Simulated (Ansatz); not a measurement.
AlBH4OSe: structure from calculated spectroscopic constants

These gas-phase data were calculated for one isomer of AlBH4OSe at B3LYP-D3(BJ)/def2-SVP (harmonic, unscaled wavenumbers; equilibrium rotational constants with average atomic masses):

| Property | Result |
| --- | --- |
| rotational constants | 6.138, 2.876, 2.019 GHz |
| all wavenumbers above 1500 cm⁻¹ | 3816, 2661, 1939, 1934 |

Candidates:

(1) `B[O][AlH][SeH]`, a singlet
(2) `B1[OH+][AlH2-][Se]1`, a singlet

Problem. Which candidate do the data belong to?

Solution. Candidate (2). The band at 3816 cm⁻¹ lies where the O–H stretch is expected; (1) has no mode between 3300 and 4000 cm⁻¹.

The same quantities for all candidates:

```
     rotational constants (GHz)  wavenumbers above 1500 cm⁻¹  E above the lowest, B3LYP-D3(BJ)/def2-SVP (kcal/mol)
(1)         10.99, 1.383, 1.242       2596, 2513, 2405, 1994                                                   0.0
(2)         6.138, 2.876, 2.019       3816, 2661, 1939, 1934                                                   8.5
```

Harmonic stretches to hydrogen usually lie a few per cent above observed fundamentals. Each candidate is one conformer. Programs: Ansatz 0.2.0.
